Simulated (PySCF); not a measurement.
A structure optimised at ωB97X-D3(BJ)/def2-SVP, used in a PySCF frequency run:

```
O
B 1 1.3762
B 1 1.3762 2 120.70
O 2 1.3762 1 119.30 3 0.00
B 4 1.3762 2 120.70 1 0.00
O 5 1.3762 4 119.30 2 0.00
H 2 1.2024 1 120.35 3 180.00
H 5 1.2024 6 120.35 3 180.00
H 3 1.2024 1 120.35 2 180.00
```
Charge 0, spin multiplicity 1.

Question: Write its SMILES, formula and point group.

Answer: B1OBOBO1, B3H3O3, D3h

Question: What are its rotational constants (standard atomic weights)?

Answer: 5.8663, 5.8663, 2.9332 GHz
